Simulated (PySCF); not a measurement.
p-tolualdehyde, C8H8O.
Atom-mapped SMILES: `[CH3:1][c:2]1[cH:3][cH:4][c:5]([CH:6]=[O:7])[cH:8][cH:9]1` (hydrogens: H10, H11, H12 on C1; H13 on C3; H14 on C4; H15 on C6; H16 on C8; H17 on C9)

The same species was optimised twice, with GFN2-xTB and with PBE0-D3(BJ)/def2-SVP (PySCF), and the same property calculations (PySCF, gas phase) were run on both structures.

```csv
coordinate,GFN2-xTB,PBE0-D3(BJ)/def2-SVP,change
C5–C6 (Å),1.464,1.477,+0.013
C2–C3 (Å),1.393,1.405,+0.012
C8–C9 (Å),1.380,1.391,+0.011
C3–C4 (Å),1.378,1.387,+0.009
C2–C9 (Å),1.393,1.401,+0.008
C4–C5 (Å),1.396,1.401,+0.005
C1–C2 (Å),1.496,1.500,+0.004
C5–C8 (Å),1.395,1.398,+0.003
C6=O7 (Å),1.206,1.206,0.000
C5–C6–O7 (°),125.5,124.6,-0.9
C6–C5–C8 (°),120.8,120.4,-0.4
C3–C2–C9 (°),118.8,118.5,-0.3
C2–C3–C4 (°),120.7,121.0,+0.3
C4–C5–C8 (°),119.1,119.4,+0.3
C3–C4–C5 (°),120.3,120.0,-0.3
C1–C2–C3 (°),120.5,120.7,+0.2
C1–C2–C9 (°),120.6,120.8,+0.2
C4–C5–C6–O7 (°),0,0,0
```

Rotational constants: A = 5045, B = 998.1, C = 837.6 MHz (GFN2-xTB) against A = 4992, B = 987.7, C = 828.9 MHz (PBE0-D3(BJ)/def2-SVP).

On the GFN2-xTB structure: isotropic polarisability (au) 97.1 [CAM-B3LYP/def2-SVPD]; HOMO (eV) -8.63 [CAM-B3LYP/def2-SVPD]; LUMO (eV) -0.75 [CAM-B3LYP/def2-SVPD]; dipole (D) 4.10 [CAM-B3LYP/def2-SVPD].

Problem. What do these properties become on the PBE0-D3(BJ)/def2-SVP structure?

Solution. 
```
                                    property                level  on GFN2-xTB  on PBE0-D3(BJ)/def2-SVP  change
               isotropic polarisability (au)  CAM-B3LYP/def2-SVPD         97.1                     98.6    +1.5
                                   HOMO (eV)  CAM-B3LYP/def2-SVPD        -8.63                    -8.62   +0.01
                                   LUMO (eV)  CAM-B3LYP/def2-SVPD        -0.75                    -0.76   -0.01
                                  dipole (D)  CAM-B3LYP/def2-SVPD         4.10                     4.03   -0.07
energy, GFN2-xTB geometry as zero (kcal/mol)  CAM-B3LYP/def2-SVPD          0.0                     -0.6    -0.6
```

The heavy atoms differ by 0.013 Å rms after alignment. Among bonds between heavy atoms C2–C3 and C5–C6 change most and about equally (+0.012 to +0.013 Å). Changes are differences of the printed values. Neither structure is proved a minimum here.

Shape of the structure used: `[CH3:1][c:2]1[cH:3][cH:4][c:5]([CH:6]=[O:7])[cH:8][cH:9]1`: C4–C5–C6–O7 0°.
